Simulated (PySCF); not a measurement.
# Trend along group 14: MI molecules

CCSD(T) with triple-zeta basis sets in PySCF, for the lowest determinant that a PBE0 search found; no spin–orbit coupling. De refers to high-spin ground-configuration atoms.

```tsv
M	basis	reference, frozen orbitals	state (unpaired electrons)	Re (Å)	ωe (cm⁻¹)	De (eV)
C	def2-TZVPP	UHF, 5	doublet (π ↑)	2.027	642	2.83
Ge	def2-TZVPP	UHF, 13	doublet (π ↑)	2.524	246	2.98
Sn	x2c-TZVPPall	UHF, 36	doublet (π ↑)	2.720	198	2.87
Pb	def2-TZVPP	UHF, 8	doublet (π ↑)	2.807	166	2.83
```

Task: The row for M = Si is missing. Estimate Re, ωe and De as the mean of the rows for C and Ge, and compare with the calculation.

Result: The means are 2.276 Å, 444 cm⁻¹ and 2.91 eV. UHF-CCSD(T) in def2-TZVPP gives SiI as a doublet (π ↑) with Re = 2.448 Å, ωe = 361 cm⁻¹, De = 3.10 eV, so the estimate is off by -17.2 pm, +23 % and -0.19 eV.

The rows differ in basis set, which adds steps of its own.

Correlated steps freeze the inner cores (5 to 36 orbitals); shallow outer-core shells are correlated. Spin–orbit coupling is left out, which matters for elements this heavy, above all for dissociation energies. States were picked by a PBE0 search and need not be the measured ground states.
